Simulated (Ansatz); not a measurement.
Total energies of (KH)2 ring (K₂H₂) from Ansatz at PBE-D4/def2-TZVP, gas phase (1 Eh = 27.2114 eV = 2625.5 kJ/mol). The reference geometry is relaxed at PBE0-D4/def2-TZVP.

```xyz
4

K     1.141    1.351    0.248
H     0.972   -1.004    0.996
K    -1.141   -1.351   -0.248
H    -0.972    1.004   -0.996
```

```tsv
state	geometry	energy (Eh)
charge 0 singlet	reference	-1200.56520
charge 1 doublet	reference	-1200.34133
charge 1 doublet	relaxed at PBE0-D4/def2-TZVP	-1200.38588
free K atom (doublet)	–	-599.69080
free H atom (doublet)	–	-0.49962
```

Question: Work out the vertical ionisation energy to the doublet.

Answer: E(charge 1 doublet) − E(charge 0 singlet) = -1200.34133 − (-1200.56520) = 0.22387 Eh = 6.09 eV. For comparison, −ε of the highest occupied level is 3.31 eV at this level, 2.78 eV less.

Question: How much does the charge 1 doublet relax, and what is the adiabatic ionisation energy?

Answer: Relaxation: -1200.34133 − (-1200.38588) = 0.04455 Eh = 1.21 eV. Adiabatic ionisation energy: 0.17932 Eh = 4.88 eV, without zero-point energy. In the charge 1 doublet, H2 and H4 lie 0.93 Å apart (atoms count from 1), so these atoms are partly bonded to each other.

Question: What is the binding energy per atom against free atoms?

Answer: Atoms: 2 × (-599.69080) + 2 × (-0.49962) = -1200.38084 Eh. Binding: -1200.38084 − (-1200.56520) = 0.18436 Eh = 5.02 eV, or 1.25 eV for each of 4 atoms (no zero-point energy, no counterpoise term).
